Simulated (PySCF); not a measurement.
# Löwdin shares of the frontier orbitals

Compound: C5H6Cl2O.
Z-matrix (Å and degrees, GFN2-xTB geometry), rows numbered from 1:
```
C 
C   1  1.3223
O   2  1.3616  1  121.63
C   3  1.3417  2  118.81  1   179.99
C   4  1.3327  3  121.77  2   180.00
C   5  1.4746  4  122.43  3   179.99
Cl  6  1.7901  5  110.53  4   120.03
Cl  6  1.7902  5  110.55  4  -120.00
H   1  1.0726  2  120.77  3   179.98
H   1  1.0745  2  121.18  3    -0.01
H   2  1.0858  1  122.58  3  -179.97
H   4  1.0878  3  116.71  2     0.03
H   5  1.0784  4  120.28  3     0.01
H   6  1.0912  5  113.15  4     0.02
```

Level of theory: TDDFT PBE0/def2-SVPD, vertical, gas phase, core orbitals frozen in the response in PySCF 2.14.0, density-fitted response routines.

Frontier orbitals with the atoms that hold most of them (Löwdin shares over 4%, at most four atoms; ? is withheld):

```json
{"orbital": "HOMO-3", "ε (eV)": "-8.83", "atoms": "Cl8 39%, Cl7 39%, C6 12%, H14 5%"}
{"orbital": "HOMO-2", "ε (eV)": "-8.81", "atoms": "Cl7 32%, Cl8 32%, C4 7%, C2 7%"}
{"orbital": "HOMO-1", "ε (eV)": "-8.49", "atoms": "?"}
{"orbital": "HOMO", "ε (eV)": "-6.91", "atoms": "O3 21%, C5 20%, C1 20%, C2 11%"}
{"orbital": "LUMO", "ε (eV)": "?", "atoms": "?"}
{"orbital": "LUMO+1", "ε (eV)": "-0.22", "atoms": "Cl7 32%, Cl8 32%, C6 25%"}
{"orbital": "LUMO+2", "ε (eV)": "0.09", "atoms": "C2 33%, C1 28%, O3 12%, H11 7%"}
```

Task: Give the leading atoms of the LUMO.

Result: C4 (bonded to C, O and H) 26%; C5 (bonded to 2 C and H) 18%; Cl8 (bonded to C) 11%; Cl7 (bonded to C) 11%. By element: carbon 44% or more, chlorine 21%.

Task: Give the leading atoms of the HOMO-1.

Result: Cl7 (bonded to C) 24%; Cl8 (bonded to C) 24%; C2 (bonded to C, O and H) 15%; C1 (bonded to C and 2 H) 13%. By element: chlorine 47%, carbon 28% or more.

Task: What is the LUMO energy, and the HOMO–LUMO gap?

Result: ε(LUMO) = -0.70 eV; the gap is 6.21 eV (0.2283 hartree).

Task: The HOMO–LUMO gap is 6.21 eV. Where does the response calculation put the lowest singlet, and from which orbitals?

Result: S1 is at 5.59 eV (f = 0.696), 0.62 eV below the gap, made of HOMO→LUMO (97%). Without the coupling terms of the response equations the lowest excitation would equal the gap.

Task: Give energy, strength and leading configuration of S1 and S2, and follow the Löwdin shares of the leading atoms from the occupied to the empty orbital.

Result: 
- S1 (5.59 eV, f 0.696), HOMO→LUMO (97%): O3 21% → at most 11%, C5 20% → 18%, C4 at most 11% → 26%
- S2 (5.65 eV, f 0.0017), HOMO→LUMO+1 (95%): O3 21% → at most 4%, C5 20% → at most 4%, Cl7 at most 11% → 32%, Cl8 at most 11% → 32%

Löwdin shares depend on the basis, the more so with diffuse functions.

Time: 25 s of wall time. Hardware: one thread of an x86-64 server, no GPU, on a shared host.

One conformer stands for the species.
